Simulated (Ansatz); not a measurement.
Cost and result up the ladder for mer-VF3(H2O)3 (VO₃F₃H₆) (13 atoms). Total charge 0; triplet. Geometry: r2SCAN-D4/def2-SVP.

```tsv
atom	x (Å)	y (Å)	z (Å)
V1	0.200	0.224	0.057
F2	-0.055	0.607	-1.707
F3	-0.105	-0.749	1.624
F4	1.098	1.656	0.663
O5	-0.803	-1.617	-0.622
H6	-1.572	-1.416	-1.172
H7	-1.120	-1.953	0.233
O8	2.054	-0.503	-0.681
H9	2.651	0.209	-0.395
H10	1.828	-0.274	-1.604
O11	-1.557	1.159	0.855
H12	-1.193	2.032	1.081
H13	-1.427	0.625	1.669
```

Ansatz on 4 threads of Arm Neoverse V1 on a shared host. Times are rough, and most runs start from the orbitals of an earlier one. ωB97M-V/def2-TZVP serves as the yardstick here, not as an exact answer. Differences are given only for rows in sets of like size (and for xTB, whose basis is part of the method), since another set adds its own error. Binding counts from free atoms at the same level (V quartet, F doublet, O triplet, H doublet; other spins of the atoms weren't run), without zero-point energy or a counterpoise term.

Correlated methods freeze 11 core orbitals; core or outer-core shells of V are correlated, in sets that lack core-valence functions.

Correlated methods converge slowly with the basis.

| level | functions | binding energy per atom (eV) | difference from ωB97M-V/def2-TZVP (eV) |
| --- | --- | --- | --- |
| ωB97M-V/def2-TZVP | 267 | 3.81 | 0.00 |
| r2SCAN0-D4/def2-TZVP | 267 | 3.71 | -0.10 |
| HF/STO-3G | 54 | 2.57 | – |
| CAM-B3LYP-D4/def2-TZVP | 267 | 3.84 | 0.03 |
| PBE0-D4/def2-SVP | 145 | 3.79 | – |
| MP2/def2-TZVP | 267 | 3.78 | -0.03 |
| HF/def2-TZVP | 267 | 2.57 | -1.24 |

**Question.** Estimate how long each takes.

**Answer.** HF/STO-3G 0.7 s; PBE0-D4/def2-SVP 8 s; MP2/def2-TZVP 20 s; HF/def2-TZVP 27 s; CAM-B3LYP-D4/def2-TZVP 38 s; r2SCAN0-D4/def2-TZVP 56 s; ωB97M-V/def2-TZVP 1.7 min. On shared hardware such times vary by a factor of up to 3.
